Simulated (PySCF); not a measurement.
## ZrF under electron impact: the energy ladder

CCSD(T) in PySCF with def2-TZVPPD on every atom (core potentials on Zr), for the lowest determinant that a PBE0 search found; no spin–orbit coupling.

| species | state (unpaired electrons) | Re (Å) | ωe (cm⁻¹) | energy of the minimum from the neutral (eV) | De (eV) | dissociates to |
| --- | --- | --- | --- | --- | --- | --- |
| ZrF | quartet (σ ↑, δ ↑↑) | 1.897 | 646 | 0.00 | 6.03 | Zr (4d2 5s2) + F |
| ZrF⁺ | triplet (σ ↑, δ ↑) | 1.825 | 755 | 6.47 | 6.12 | Zr⁺ (4d2 5s1) + F |

Task: Work out the lowest energy to break ZrF into atoms, from its vibrational ground state.

Result: D0 = De − ωe/2 = 6.03 − 0.04 = 5.99 eV (CCSD(T)/def2-TZVPPD).

Task: Work out the ionisation energy of the Zr atom at this level and the threshold of dissociative ionisation.

Result: IE(Zr) = 6.47 + 6.12 − 6.03 = 6.56 eV, so Zr⁺ (4d2 5s1) + F + e⁻ appears at D0 + IE(Zr) = 12.55 eV (CCSD(T)/def2-TZVPPD). The measured IE(Zr) is 6.634 eV (NIST ASD).

These are thermodynamic thresholds; the onsets seen under electron impact lie higher where the geometry changes, and cross-sections peak well above them.

Correlated steps freeze 1 core orbital. Spin–orbit coupling is left out, which matters for elements this heavy, above all for dissociation energies. For an ion De counts to the pair picked by the measured ionisation energies or electron affinities, which need not be the lowest pair at this level. With d or f electrons several states lie close, and the lowest PBE0 determinant need not be the measured ground state.
